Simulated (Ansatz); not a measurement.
System: BPH3, charge 0, doublet. BPH3 (SMILES [BH]P, doublet).
B3LYP-D3(BJ)/def2-TZVP minimum from Ansatz (an electronic-structure program):
```
P
H 1 1.4082
H 1 1.4157 2 99.83
B 1 1.8225 2 105.56 3 -112.21
H 4 1.1822 1 136.05 2 154.84
```
Charge 0, spin multiplicity 2.

Total energies in aug-cc-pV(D+d)Z, 11 correlated electrons, 6 frozen orbitals. Radicals and triplets start from unrestricted determinants; spin-orbit coupling is neglected. Cores are frozen in correlated methods. No relativity.

| method | program | energy (Eh) | minus CCSDT(Q) (mEh) |
|---|---|---|---|
| HF | Ansatz | -367.09656 | 244.24 |
| MP2 | Ansatz | -367.29195 | 48.86 |
| CCSD | Ansatz | -367.33062 | 10.19 |
| CCSD(T) | Ansatz | -367.33894 | 1.87 |
| CCSDT(Q) | Ansatz | -367.34081 | 0.00 |

Rough core times of Ansatz's runs on a shared machine: CCSD(T) under 20 s, CCSDT(Q) 20 min.
